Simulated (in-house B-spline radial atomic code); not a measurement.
A fraction x of an electron is added to 3d in neutral cobalt, starting from [Ar] 3d7 4s2 and keeping the highest spin. Method: scalar-relativistic (X2C) AM05, spin-polarised, spherical fractional occupations, Fermi nucleus of rms radius 3.7875 fm. Calculated with a radial B-spline atomic code at the basis-set limit.

| x | E(x) - E(0) (eV) | 3d down level (eV) |
| --- | --- | --- |
| 0 | 0.0000 | -6.564 |
| 0.1 | -0.5983 | -5.409 |
| 0.2 | ? | ? |
| 0.3 | ? | ? |
| 0.4 | -1.7324 | -2.225 |
| 0.5 | -1.9066 | -1.268 |
| 0.6 | -1.9880 | -0.371 |

What belongs in the row x = 0.2?

An energy change of -1.0833 eV; 3d down at -4.299 eV.

What belongs in the row x = 0.3?

An energy change of -1.4597 eV; 3d down at -3.237 eV.

Check Janak's theorem between x = 0.4 and 0.5.

The slope of the energy is -1.74 eV; the orbital levels give -1.75 eV (ε of the filling orbital, averaged over the two points).

Up to what added charge does this functional bind the extra electron?

The highest level rises by about 9 eV per electron near x = 0.6 and would reach zero near x = 0.64, so a whole extra electron isn't bound at the basis-set limit.
